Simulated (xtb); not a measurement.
B(Cl)(Me)(SMe) (C2H6BClS), SMILES CSB(C)Cl. All values are semi-empirical tight-binding results from xtb (GFN2-xTB unless named), good for trends rather than for accurate numbers. Coordinates come from a GFN2-xTB optimisation. The structure was generated by enumeration, and PubChem lists no compound with its InChIKey, so it may never have been made. Other conformers were not sampled.

```
Quantity                                        Result
---------------------------------------  -------------
point group as xtb finds it                         Cs
orbital gap                                    4.06 eV
zero-point energy                        49.9 kcal/mol
G − E(el) at 298.15 K (modified RRHO)    29.7 kcal/mol
static polarisability (D4 model)            71.0 bohr³
solvation energy, GFN2-xTB/ALPB(water)   -2.0 kcal/mol
solvation energy, GFN2-xTB/ALPB(hexane)  -5.6 kcal/mol
```
